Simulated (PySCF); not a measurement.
B3LYP has the VWN-RPA correlation part, as in Gaussian. Delta-SCF ions had no search for a lower state. Excitations are Tamm–Dancoff values on a coarser integration grid. The basis has no diffuse functions, so Rydberg states are missing or too high.

# C4H7F, SMILES `C(CF)C=C` (C–C–C–C torsion 116°, C–C–C–F torsion 176°) (charge 0, multiplicity 1)

All values below come from B3LYP-D3(BJ)/def2-TZVP in PySCF 2.14.0.

* **HOMO**: -7.52 eV
* **dipole moment**: 1.74 D
* **LUMO**: -0.25 eV
* **HOMO–LUMO gap**: 7.27 eV
* **S1 excitation (TDA)**: 7.62 eV
* **S1 oscillator strength**: 0.246
* **brightest of the four lowest singlets (TDA)**: 7.62 eV
* **T1 excitation (TDA)**: 4.47 eV
* **S1–T1 gap (TDA)**: 3.15 eV
* **vertical ionisation energy (Delta-SCF)**: 9.98 eV
* **total energy**: -6981.81 eV
* **cost**: around 3 core-minutes (rough)

```xyz
12

C      1.9556    -0.4087     0.0732
C      0.6701    -0.7247     0.1562
C     -0.4209     0.2196     0.5615
C     -1.3968     0.4590    -0.5780
F     -2.4521     1.2632    -0.1406
H      2.6995    -1.1339    -0.2302
H      2.3108     0.5871     0.3132
H      0.3589    -1.7361    -0.0940
H      0.0004     1.1743     0.8828
H     -0.9829    -0.1942     1.4047
H     -1.8285    -0.4785    -0.9373
H     -0.9139     0.9728    -1.4117
```
